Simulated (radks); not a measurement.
Task: The palladium ion Pd23+, [Ar] 3d5. Method: non-relativistic Kohn-Sham, exchange-only LDA, spin-polarised, spherical densities, point nucleus; computed with a radial shooting solver on a logarithmic mesh with Libxc functionals. Every spin shell is full or empty, so the densities are truly spherical. Functionals are evaluated on that one density, not self-consistently. Rank these orbital-free kinetic functionals by their error against the exact value of the orbitals, and give that value: Thomas-Fermi, von Weizsacker, TF + vW, TF + vW/9, TF + vW/5, LC94, APBEK, revAPBEK, Perdew 92, Thakkar, Pearson, LKT, PG1, Ernzerhof.

Result: Exact: 4632.63 hartree. From best to worst, with 100 (|E| - |E exact|)/|E exact| (equal figures are ties): APBEK +0.03, LC94 -0.03, revAPBEK +0.25, Ernzerhof -0.36, Thakkar -0.57, Perdew 92 -0.75, TF + vW/9 -0.76, Pearson -1.18, TF + vW/5 +3.34, Thomas-Fermi -5.89, PG1 +17.29, LKT +21.78, TF + vW +40.24, von Weizsacker -53.88.
